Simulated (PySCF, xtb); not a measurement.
C₂H₃AlClNO, SMILES [CH3][Al]([Cl])[N]=C=O.

GFN2-xTB run with xtb at its own geometry gives an orbital gap of 4.58 eV and a dipole moment of 3.34 D.

Coordinates come from a PBE-D3(BJ)/def2-SVP optimisation. The structure was generated by enumeration; whether it is a known compound was not checked. The values are those of a single conformer.

Problem. What does PBE/def2-TZVP in PySCF give? (An estimate is asked for; the answer gives what the named calculation found.)

Solution. gap 5.31 eV (levels -7.24 and -1.93 eV), dipole 2.65 D.
